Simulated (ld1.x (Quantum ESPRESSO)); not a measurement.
# Varying the RRKJ potential for B

Base potential:

| Quantity | Value |
| --- | --- |
| Element | B |
| Generator | ld1.x (Quantum ESPRESSO) 7.5 |
| Type | norm-conserving RRKJ (Kleinman–Bylander form) |
| Functional | PBEsol |
| Relativity | scalar-relativistic |
| Frozen core | [He] |
| Valence charge | 3 |
| Reference configuration | 2s1 2p2 |
| Partial waves | 2s (bound): rc 1.70 bohr; 3d channel at 0.2 Ry: rc 3.25 bohr; 2p (bound): rc 3.10 bohr |
| Local potential | the p channel |
| Core correction | Bessel-smoothed model core, default radius (core density twice the valence density) |
| rho0 | 0.005 |

Cutoffs, loose and tight: the cutoffs (Ry, on a coarse ladder) from which the occupation-weighted sum of valence levels, in a spherical-Bessel basis at the reference potential, stays within 10 and 1 mRy of its value at 400 Ry. They do not see the model core or the augmentation charge, which bear on the density cutoff. Test errors are all-electron minus pseudo excitation energies from the reference, over the configurations 2s2 2p1; 2s2 2p0; 2s1 2p0; 2s2 2p1.3; 2s1 2p1; 2s0 2p3; 2s2 2p0.5. A dash means not determined; rows that change the core or the reference have their own tests.

| change | outcome | cutoff, loose | cutoff, tight | bound ghosts | largest test error (meV) |
| --- | --- | --- | --- | --- | --- |
| base | generated | 21 Ry | 35 Ry | none | +487 |
| wave 2s (bound): rc 1.70 bohr becomes 2s (bound): rc 1.18 bohr | generated | 21 Ry | 35 Ry | none | +492 |
| wave 2s (bound): rc 1.70 bohr becomes 2s (bound): rc 1.32 bohr | generated | 21 Ry | 35 Ry | none | +490 |
| wave 2s (bound): rc 1.70 bohr becomes 2s (bound): rc 1.58 bohr | generated | 21 Ry | 35 Ry | none | +487 |
| wave 2s (bound): rc 1.70 bohr becomes 2s (bound): rc 2.30 bohr | generated | 18 Ry | 25 Ry | none | +463 |
| wave 2s (bound): rc 1.70 bohr becomes 2s (bound): rc 2.58 bohr | generated | 18 Ry | 25 Ry | none | +438 |

(1) What comes out with this change to the base: wave 2s (bound): rc 1.70 bohr becomes 2s (bound): rc 2.14 bohr?

(2) What comes out with this change to the base: wave 2s (bound): rc 1.70 bohr becomes 2s (bound): rc 1.88 bohr?

## Answers

(1) outcome: generated; cutoff, loose: 18 Ry; cutoff, tight: 30 Ry; bound ghosts: none; largest test error (meV): +474.

(2) outcome: generated; cutoff, loose: 21 Ry; cutoff, tight: 30 Ry; bound ghosts: none; largest test error (meV): +484.

Reading the sweep of the s radius (base included, trends over the rows without a ghost): The loose cutoff stays near 21 Ry. The median size of the test errors (rows with all tests solved) falls from 28.7 meV at 1.18 to 20.6 meV at 2.58 bohr. This runs against the usual rule that a larger radius transfers worse; these runs do not show why.
